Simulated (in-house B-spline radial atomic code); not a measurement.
A fraction x of an electron is moved 5p → 5d in I4+, starting from [Kr] 4d10 5s2 5p1 and keeping the highest spin. Method: non-relativistic wB97X, spin-polarised, spherical fractional occupations, point nucleus. Calculated with a B-spline radial code for spherical atoms.

Caution: exact exchange at fractional occupations of open shells leaves self-interaction of up to several eV.

| x | E(x) - E(0) (eV) | 5p up level (eV) | 5d up level (eV) |
| --- | --- | --- | --- |
| 0 | 0.0000 | -43.488 | - |
| 0.125 | 2.3239 | -43.359 | -24.981 |
| 0.25 | 4.5944 | -43.227 | -25.278 |
| 0.375 | 6.8108 | -43.091 | -25.577 |
| 0.5 | 8.9729 | -42.950 | -25.872 |
| 0.625 | ? | ? | ? |
| 0.75 | ? | ? | ? |
| 0.875 | 15.1349 | -42.510 | -26.720 |
| 1 | 17.0822 | - | -26.991 |

What belongs in the row x = 0.625?

An energy change of 11.0806 eV; 5p up at -42.807 eV, 5d up at -26.161 eV.

What belongs in the row x = 0.75?

An energy change of 13.1345 eV; 5p up at -42.660 eV, 5d up at -26.443 eV.

Check Janak's theorem between x = 0.125 and 0.25.

The slope of the energy is 18.16 eV; the orbital levels give 18.16 eV (ε of the receiving orbital less ε of the emptying one, averaged over the two points).
